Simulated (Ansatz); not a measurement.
## Molecular dynamics of CH3AlCl2

input.yaml

```yaml
crystal:
  periodic: [false, false, false]
  atoms:
    - { symbol: Al, position_ang: [-0.649941, 0.884077, -0.092951] }
    - { symbol: C, position_ang: [0.742985, -0.44664, 0.032265] }
    - { symbol: Cl, position_ang: [1.394827, -1.106897, 1.590603] }
    - { symbol: Cl, position_ang: [-0.782385, -1.482535, -0.567958] }
    - { symbol: H, position_ang: [-0.709313, 1.590012, -1.406792] }
    - { symbol: H, position_ang: [-1.440263, 1.148912, 1.143179] }
    - { symbol: H, position_ang: [1.505289, -0.65493, -0.744046] }
magnetization:
  spin_polarized: true
basis:
  gaussian: { orbitals: STO-3G }
hamiltonian:
  xc: pbe0
md:
  timestep: 1.0
  n_steps: 250
  ensemble: nvt_nose_hoover
  temperature: 1000.0
  initial_velocities: maxwell_boltzmann
  seed: 24401
  temperature_schedule:
    - { n_steps: 62, end_temperature: 1000.0 }
    - { n_steps: 188, end_temperature: 3000.0 }
```

Run as:

```bash
$ ansatz run input.yaml --threads 1 --pin off --max-ram 2048MiB --backend cpu --events-out ev --progress --plain --runs-dir out
```

It starts from a relaxed structure.

Output, in part (step lines, the closing report, with atoms numbered from 0):

```
md step     0: t =     0.00 fs  T =  1000.0 K (target 1000.0 K)  F+E_penalty+E_count = -32351.78233120 eV  E_kin = 0.646300 eV  conserved = -32351.13603121 eV  (23 SCF iters)
md step     1: t =     1.00 fs  T =   890.1 K (target 1000.0 K)  F+E_penalty+E_count = -32351.70445410 eV  E_kin = 0.575245 eV  conserved = -32351.12921099 eV  (26 SCF iters)
md step     2: t =     2.00 fs  T =   672.2 K (target 1000.0 K)  F+E_penalty+E_count = -32351.55554485 eV  E_kin = 0.434467 eV  conserved = -32351.12109263 eV  (26 SCF iters)
md step     3: t =     3.00 fs  T =   528.4 K (target 1000.0 K)  F+E_penalty+E_count = -32351.45951811 eV  E_kin = 0.341484 eV  conserved = -32351.11808318 eV  (23 SCF iters)
md step     4: t =     4.00 fs  T =   530.3 K (target 1000.0 K)  F+E_penalty+E_count = -32351.46416587 eV  E_kin = 0.342756 eV  conserved = -32351.12152140 eV  (25 SCF iters)
md step     5: t =     5.00 fs  T =   595.6 K (target 1000.0 K)  F+E_penalty+E_count = -32351.51486251 eV  E_kin = 0.384954 eV  conserved = -32351.13011968 eV  (25 SCF iters)
md step     6: t =     6.00 fs  T =   546.6 K (target 1000.0 K)  F+E_penalty+E_count = -32351.48735088 eV  E_kin = 0.353299 eV  conserved = -32351.13439582 eV  (25 SCF iters)
md step     7: t =     7.00 fs  T =   345.6 K (target 1000.0 K)  F+E_penalty+E_count = -32351.34404410 eV  E_kin = 0.223380 eV  conserved = -32351.12113601 eV  (24 SCF iters)
[... lines left out ...]
md step   247: t =   247.00 fs  T =  1569.5 K (target 2962.8 K)  F+E_penalty+E_count = -32351.22977172 eV  E_kin = 1.014384 eV  conserved = -32351.10716717 eV  (26 SCF iters)
md step   248: t =   248.00 fs  T =  1229.5 K (target 2973.4 K)  F+E_penalty+E_count = -32350.99416980 eV  E_kin = 0.794627 eV  conserved = -32351.09865729 eV  (26 SCF iters)
md step   249: t =   249.00 fs  T =  1092.2 K (target 2984.0 K)  F+E_penalty+E_count = -32350.89968756 eV  E_kin = 0.705885 eV  conserved = -32351.09903530 eV  (26 SCF iters)
md step   250: t =   250.00 fs  T =  1160.1 K (target 2994.7 K)  F+E_penalty+E_count = -32350.94398528 eV  E_kin = 0.749757 eV  conserved = -32351.10543463 eV  (23 SCF iters)
Total energy: -32350.94400078 eV, -1188.8752637711 hartree
Atom 0 at    -0.599117     0.895992    -0.057186 Å, force     0.327394    -0.905166     0.786424 eV/Å
Atom 1 at     0.728945    -0.529948    -0.010969 Å, force     3.777512     0.486911    -2.360626 eV/Å
Atom 2 at     1.378918    -1.032660     1.595391 Å, force    -0.290521    -0.434377     0.995947 eV/Å
Atom 3 at    -0.816061    -1.528590    -0.600217 Å, force     0.575840    -0.019773    -0.074687 eV/Å
Atom 4 at    -0.824735     1.848000    -1.212082 Å, force     0.042271    -0.369285     0.355223 eV/Å
Atom 5 at    -1.040778     0.662491     1.368956 Å, force    -0.603011     0.917480    -0.437382 eV/Å
Atom 6 at     1.771941    -0.743879    -0.640601 Å, force    -3.829486     0.324210     0.735101 eV/Å
Dipole moment:    -0.013142     0.515810    -0.349762 e Å
```

The steps, from the saved trajectory:

```tsv
time (fs)	T (K)	potential energy less start (eV)	conserved less start (meV/atom)
0.0	1000	0.000	0.00
8.0	254	0.504	3.08
16.0	636	0.242	0.51
24.0	447	0.377	1.72
32.0	337	0.461	2.50
40.0	608	0.284	0.93
48.0	548	0.339	1.38
56.0	524	0.380	2.74
64.0	631	0.312	0.41
72.0	645	0.340	2.28
80.0	256	0.617	2.68
88.0	883	0.220	0.43
96.0	478	0.544	3.91
104.0	829	0.329	0.43
112.0	605	0.513	2.03
120.0	629	0.560	3.66
128.0	859	0.447	2.46
136.0	569	0.667	1.81
144.0	1115	0.360	2.68
152.0	839	0.568	1.43
160.0	717	0.702	4.17
168.0	642	0.784	3.83
176.0	1315	0.358	0.72
184.0	602	0.889	6.22
192.0	1498	0.304	0.82
200.0	459	1.034	4.91
208.0	921	0.768	4.61
216.0	1786	0.216	-0.21
224.0	401	1.205	7.70
232.0	1611	0.406	0.59
240.0	664	1.095	5.49
248.0	1230	0.788	5.34
```

All steps were run. The conserved energy wandered by up to 7.7 meV per atom (net 4.4 meV per atom), which is poor conservation. The schedule's set-point averaged 2335 K over the second half and the system 968 K, so it lags behind the ramp. A run of 0.25 ps of so small a system gives no equilibrium averages. Limits of this set-up: minimal basis.

The same pairs are bonded in the first frame and the last. Pairs count as bonded within 1.25 times the sum of covalent radii (0.12 Å more for H–H).

Last frame:

```xyz
7
Properties=species:S:1:pos:R:3
Al -0.599 0.896 -0.057
C 0.729 -0.530 -0.011
Cl 1.379 -1.033 1.595
Cl -0.816 -1.529 -0.600
H -0.825 1.848 -1.212
H -1.041 0.662 1.369
H 1.772 -0.744 -0.641
```

Run time: 9.7 min on 1 thread of Arm Neoverse V1, on a shared host, peak memory 0.13 GiB.
